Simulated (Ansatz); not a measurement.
H2O2Zn (`[OH][Zn][OH]`). The species carries charge 0 and has multiplicity 1. The structure was optimised at the PBE0-D4/def2-TZVP level. It is one conformer, not always the lowest.

```xyz
5

O    -1.286    0.168    1.222
Zn    0.057   -0.119    0.113
O     1.456   -0.520   -0.887
H    -1.498    1.091    1.373
H     1.271   -0.620   -1.822
```

(1) What is the dipole moment at B3LYP/def2-TZVPP? (Estimate.)

(2) And with PBE, r2SCAN, ωB97M-V? (An estimate is asked.)

(3) Give the Mulliken charges with B3LYP, ωB97M-V, r2SCAN in def2-TZVPP. (Best estimate.)

Results:

(1) The calculation gave: 1.90 D, with components (-0.62, 1.30, -1.24) D in this frame, pointing from negative to positive charge.

(2) The calculation gave: PBE 1.78 D, r2SCAN 1.84 D, ωB97M-V 1.93 D.

(3) Computed: 
```json
{"atom": "O1", "B3LYP": "-0.49", "ωB97M-V": "-0.49", "r2SCAN": "-0.51"}
{"atom": "Zn2", "B3LYP": "0.60", "ωB97M-V": "0.63", "r2SCAN": "0.60"}
{"atom": "O3", "B3LYP": "-0.49", "ωB97M-V": "-0.49", "r2SCAN": "-0.51"}
{"atom": "H4", "B3LYP": "0.19", "ωB97M-V": "0.18", "r2SCAN": "0.21"}
{"atom": "H5", "B3LYP": "0.19", "ωB97M-V": "0.18", "r2SCAN": "0.21"}
```

B3LYP here is the variant with VWN-RPA as its local correlation; programs differ in this.
